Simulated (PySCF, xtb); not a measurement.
C7H8, SMILES c1ccccc1C.

GFN2-xTB (xtb) at its own geometry gives an orbital gap of 4.71 eV and a dipole moment of 0.54 D.

Geometry: r2SCAN-D4/def2-SVP.

Question: What does CAM-B3LYP/def2-TZVP in PySCF give? (Estimate from the structure and the level; the computed values follow.)

Answer: gap 8.98 eV (levels -8.11 and 0.87 eV), dipole 0.38 D.
